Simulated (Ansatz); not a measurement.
`NB(Cl)[O][GeH3]` at its PBE0-D4/def2-TZVP geometry, where that method's forces vanish. Total charge 0; spin multiplicity 1.

| atom | x (Å) | y (Å) | z (Å) |
| --- | --- | --- | --- |
| N1 | -0.903 | -0.388 | -1.348 |
| B2 | 0.009 | 0.638 | -1.062 |
| Cl3 | 0.383 | 1.788 | -2.376 |
| O4 | 0.632 | 0.833 | 0.121 |
| Ge5 | 0.611 | -0.149 | 1.608 |
| H6 | -1.213 | -1.064 | -0.672 |
| H7 | -1.339 | -0.470 | -2.248 |
| H8 | 0.793 | 0.846 | 2.755 |
| H9 | 1.768 | -1.152 | 1.517 |
| H10 | -0.741 | -0.882 | 1.706 |

For each bond, give half the difference of the two atoms' forces along it (eV/Å; positive pushes the atoms apart) under PBE-D4, r2SCAN-D4, B3LYP-D4, ωB97M-V in def2-TZVPP. (Estimate.)

Ansatz gave: 
```
   bond  length (Å)  PBE-D4  r2SCAN-D4  B3LYP-D4  ωB97M-V
  N1–B2       1.402   -0.02       0.03      0.03     0.08
  N1–H6       1.005    0.18      -0.02     -0.03    -0.07
  N1–H7       1.004    0.17      -0.02     -0.02    -0.04
 B2–Cl3       1.786    0.03       0.05      0.14     0.05
  B2–O4       1.351    0.24       0.11     -0.03     0.06
 O4–Ge5       1.782    0.27       0.03      0.21     0.08
 Ge5–H8       1.530    0.04      -0.05     -0.05    -0.10
 Ge5–H9       1.534    0.03      -0.05     -0.04    -0.09
Ge5–H10       1.541    0.02      -0.06     -0.03    -0.08
```

B3LYP here is the variant with VWN-RPA as its local correlation; programs differ in this.
